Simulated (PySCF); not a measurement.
# Mass spectrum arithmetic for SbMe2Cl

Species: SbMe2Cl, `[CH3][Sb]([CH3])[Cl]`.

Calculated from isotope tables alone.

Problem. What are the average molar mass and the monoisotopic mass?

Solution. For C2H6ClSb, with standard atomic weights, 1 × 121.760 + 2 × 12.011 + 6 × 1.008 + 1 × 35.450 = 187.280 g/mol. From the most abundant isotopes (121Sb, 12C, 1H, 35Cl), 1 × 120.903816 + 2 × 12.000000 + 6 × 1.007825 + 1 × 34.968853 = 185.9196 u.

Problem. Work out the cluster of the molecular ion M+•, one line a nominal mass.

Solution. 
```tsv
nominal mass	m/z (centroid)	relative intensity
186	185.9191	93.7
187	186.9225	2.1
188	187.9185	100.0
189	188.9219	2.2
190	189.9165	22.4
191	190.9200	0.5
```

Cut off at 0.1 %. One electron mass, 0.00055 u, is taken off. Abundances used (%; other tables differ somewhat): 121Sb 57.21, 123Sb 42.79; 12C 98.93, 13C 1.07; 1H 99.9885, 2H 0.0115; 35Cl 75.78, 37Cl 24.22.

Problem. What is the composition by mass?

Solution. Sb 65.01 %, C 12.83 %, H 3.23 %, Cl 18.93 %.

Problem. Resolve the fine structure: one atom at a time replaced by a minor isotope.

Solution. Intensity in % of the monoisotopic species:

```tsv
isotope	mass shift (u)	m/z	intensity (%)
13C	+1.00335	186.9224	2.16
2H	+1.00628	186.9253	0.07
37Cl	+1.99705	187.9161	31.96
123Sb	+2.00040	187.9195	74.79
```

Species under 0.02 % are left out.

Problem. What share of all molecules is the monoisotopic species?

Solution. 0.5721 × 0.9893^2 × 0.999885^6 × 0.7578 = 42.40 %.
